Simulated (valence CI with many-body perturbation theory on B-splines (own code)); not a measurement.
# Mo⁹⁺: calculated level list

Level of theory: configuration interaction combined with many-body perturbation theory (CI+MBPT): five valence electrons over a frozen Dirac-Fock core [Ar] 3d10, a basis of 11 s, 11 p, 10 d, 8 f, 5 g, 2 h functions for each j, with the one-electron correlation potential Σ1, the two-electron term Σ2, the three-electron term Σ3, Breit, model QED; selected CI, second order for the rest, scaled by the run's own slope (own B-spline code, finite nucleus).

No measured spectrum was set against this ion. As an estimate, levels hold to about 250 cm⁻¹ or 0.2 % of their energy and the worst to 1 %, as in measured heavy ions of charge 2 to 7; those with d or f electrons hold less well. Among the levels kept, up to 2800 cm⁻¹ of a level comes from second order outside the variational space, and about a tenth of that is noise between levels of different J, which matters for small intervals.

Levels 91 to 135 of 177, with energies above the lowest level, 4s2 4p3 4S°_3/2. "Leading %" is the weight of the configuration and term that name the level; weights of strongly mixed levels are sums over their largest components and can fall short.

```csv
No.,Configuration,Term,J,E (eV),Leading %,Second component,g
91,4s2 4p2 5s,4P,5/2,82.346,71,25 % 4s2 4p2 5s 2D,1.495
92,4s 4p3 4d,4D°,3/2,82.534,69,11 % 4s 4p3 4d 2D°,1.179
93,4s 4p3 4d,4D°,5/2,82.677,38,8 % 4s 4p3 4d 4P°,1.314
94,4s 4p3 4d,2P°,3/2,82.944,56,10 % 4p5 2P°,1.359
95,4s2 4p2 5s,2P,3/2,83.061,56,38 % 4s2 4p2 5s 2D,1.132
96,4s 4p3 4d,2G°,9/2,83.175,64,8 % 4s2 4p 4d2 2G°,1.129
97,4s 4p3 4d,4D°,1/2,83.299,45,22 % 4s 4p3 4d 2P°,0.437
98,4s 4p3 4d,2F°,5/2,83.525,80,6 % 4s2 4p 4d2 2F°,0.888
99,4s 4p3 4d,4D°,7/2,83.930,40,23 % 4s 4p3 4d 2F°,1.267
100,4s 4p3 4d,4D°,5/2,84.475,61,13 % 4s2 4p2 4f 4D°,1.317
101,4s 4p3 4d,4D°,3/2,84.546,64,16 % 4s2 4p2 4f 4D°,1.168
102,4s 4p3 4d,4D°,1/2,84.654,59,15 % 4s2 4p2 4f 4D°,0.136
103,4s 4p3 4d,2F°,7/2,85.115,45,24 % 4s 4p3 4d 4D°,1.221
104,4s2 4p2 5s,2D,5/2,85.873,71,25 % 4s2 4p2 5s 4P,1.306
105,4s 4p3 4d,2D°,3/2,86.100,65,,0.869
106,4s2 4p2 5s,2D,3/2,86.198,58,34 % 4s2 4p2 5s 2P,1.028
107,4s 4p3 4d,2D°,5/2,86.659,47,12 % 4s 4p3 4d 2F°,1.103
108,4s 4p3 4d,2P°,1/2,86.715,68,14 % 4s 4p3 4d 4D°,0.614
109,4s 4p3 4d,2F°,5/2,86.890,26,15 % 4s 4p3 4d 2D°,0.950
110,4s 4p3 4d,2F°,5/2,87.874,38,13 % 4s2 4p2 4f 2F°,0.908
111,4s 4p3 4d,2D°,3/2,88.060,41,16 % 4s 4p3 4d 2P°,0.976
112,4s 4p3 4d,2F°,7/2,88.369,69,12 % 4s2 4p2 4f 2F°,1.151
113,4s 4p3 4d,2F°,7/2,88.434,42,9 % 4s 4p3 4d 4D°,1.148
114,4s 4p3 4d,2P°,3/2,88.571,51,8 % 4s 4p3 4d 2D°,1.156
115,4s2 4p 4d2,4G°,5/2,88.583,36,34 % 4s2 4p2 4f 4G°,0.672
116,4s2 4p2 4f,4G°,7/2,89.181,36,33 % 4s2 4p 4d2 4G°,1.034
117,4s2 4p2 5p,4D°,1/2,89.307,25,23 % 4s2 4p2 5p 2S°,1.270
118,4s2 4p2 5s,2S,1/2,89.670,85,6 % 4s2 4p2 5s 4P,1.989
119,4s 4p3 4d,2D°,5/2,89.780,63,6 % 4s2 4p2 4f 2D°,1.183
120,4s 4p3 4d,2S°,1/2,89.820,40,25 % 4s2 4p2 5p 4D°,1.270
121,4s 4p3 4d,2P°,3/2,90.102,52,19 % 4s2 4p 4d2 2P°,1.319
122,4s2 4p2 4f,4G°,9/2,90.123,47,45 % 4s2 4p 4d2 4G°,1.167
123,4s2 4p2 4f,2D°,5/2,90.894,44,21 % 4s 4p3 4d 2D°,1.135
124,4s2 4p2 5p,4D°,3/2,90.944,54,13 % 4s2 4p2 5p 4P°,1.258
125,4s2 4p2 4f,4G°,11/2,91.103,46,35 % 4s2 4p 4d2 4G°,1.244
126,4s 4p3 4d,2P°,3/2,91.147,22,22 % 4s2 4p2 4f 2D°,1.051
127,4s2 4p2 5p,2S°,1/2,91.274,24,19 % 4s2 4p2 5p 4D°,0.987
128,4s2 4p2 4f,2G°,7/2,91.396,24,13 % 4s2 4p2 4f 4D°,1.108
129,4s 4p3 4d,2P°,1/2,91.398,24,18 % 4s2 4p2 5p 2S°,1.033
130,4s2 4p2 4f,2H°,9/2,91.667,34,30 % 4s2 4p 4d2 2H°,0.979
131,4s2 4p2 5p,2D°,3/2,92.127,42,24 % 4s2 4p2 5p 4D°,1.169
132,4s2 4p2 4f,4D°,5/2,92.172,16,9 % 4s2 4p 4d2 4D°,1.156
133,4s2 4p2 4f,4D°,7/2,92.256,23,17 % 4s2 4p2 4f 2G°,1.192
134,4s 4p3 4d,2P°,3/2,92.582,21,12 % 4s2 4p2 4f 2D°,1.089
135,4s2 4p2 5p,4D°,5/2,92.605,60,9 % 4s2 4p2 5p 2F°,1.235
```

Names give the largest LS component (configuration and term), which can be under half, so a name can repeat, a term be missing and a line seem to break the LS rules; names also repeat where a configuration has a term twice.

Where two levels of one J and parity lie close, their mixing, g and order are uncertain.
